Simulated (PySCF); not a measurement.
Isomers of CH6O3Si, one GFN2-xTB conformer each. Single-point energies are computed at PBE0/pcSseg-1 (PySCF, gas phase, no added dispersion term), electronic only.

```csv
SMILES,GFN2-xTB relative energy (kJ/mol)
C[Si](O)(O)O,20.0
CO[SiH](O)O,0.0
```

Conformers: `[CH3:1][Si:2]([OH:3])([OH:4])[OH:5]` with C1–Si2–O3–H 81°, C1–Si2–O4–H 80°, C1–Si2–O5–H 81°; `[CH3:1][O:2][SiH:3]([OH:4])[OH:5]` with C1–O2–Si3–O4 53°, O2–Si3–O4–H 155°, O2–Si3–O5–H 38°.

Task: What does PBE0/pcSseg-1 give for the same structures?

Result: 
```
      SMILES  PBE0/pcSseg-1 E (Eh)  PBE0/pcSseg-1 (kJ/mol)  GFN2-xTB (kJ/mol)  point group
C[Si](O)(O)O            -556.59081                     0.0               20.0           C3
 CO[SiH](O)O            -556.55432                    95.8                0.0           C1
```

GFN2-xTB puts CO[SiH](O)O lowest instead. As drawn, the lower has an Si–C bond, which the higher lacks.

Task: Which frontier levels, dipoles and rotational constants go with these structures?

Result: 
| SMILES | HOMO (eV, PBE0/pcSseg-1) | LUMO (eV) | dipole (D) | A, B, C (MHz) |
| --- | --- | --- | --- | --- |
| C[Si](O)(O)O | -8.44 | 0.89 | 1.08 | 3950, 3587, 3584 |
| CO[SiH](O)O | -8.28 | 1.32 | 0.62 | 6663, 3085, 2318 |
